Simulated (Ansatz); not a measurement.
Reactions of `[SiH3][O][Cd][Br]`.

Computed with Ansatz on PBE0-D4/def2-TZVP structures; ΔE is electronic, products minus reactants. CCSD(T)/CBS adds triple-zeta CCSD(T) − MP2 to the extrapolated MP2 energy (def2 sets, frozen cores). This one scheme is used for every species. def2 core potentials past Kr. For As, Br, Cd outer-core shells are correlated without core-valence functions, which leaves a few kJ/mol of doubt a bond. Scalar relativity is left out up to krypton. Each species was taken in one conformer, which may not be the lowest.

| reaction | MP2/CBS(def2) (eV) |
| --- | --- |
| `[SiH3][O][Cd][Br]` + HBr → `[Br][Cd][Br]` + silanol | -1.26 |
| `[SiH3][O][Cd][Br]` + H–F → `[F][Cd][O][SiH3]` + HBr | 1.29 |
| `[SiH3][O][Cd][Br]` + H₂O → `[OH][Cd][Br]` + silanol | 0.25 |
| `[SiH3][O][Cd][Br]` + HCl → `[Cl][Cd][Br]` + silanol | -0.98 |
| `[SiH3][O][Cd][Br]` + CH₄ → `[CH3][Cd][Br]` + silanol | 0.34 |
| `[SiH3][O][Cd][Br]` + NH₃ → `[NH2][Cd][Br]` + silanol | 0.33 |
| `[SiH3][O][Cd][Br]` + H₂O → `[OH][Cd][O][SiH3]` + HBr | 1.50 |
| `[SiH3][O][Cd][Br]` + `BF` → `FB[SiH3]` + `[OH][Cd][Br]` | 1.48 |
| `[SiH3][O][Cd][Br]` → `[OH][Cd][Br]` + `[SiH2]` | 3.76 |
| `[SiH3][O][Cd][Br]` + arsine → `[SiH3][AsH2]` + `[OH][Cd][Br]` | 0.78 |

Problem. Give the CCSD(T)/CBS values in the same order. (Best estimate.)

Solution. Ansatz gave: -1.23, 1.22, 0.25, -0.97, 0.40, 0.37, 1.48, 1.38, 3.54, 0.78 eV.

Largest T1 diagnostic: 0.016, for `[F][Cd][O][SiH3]`.
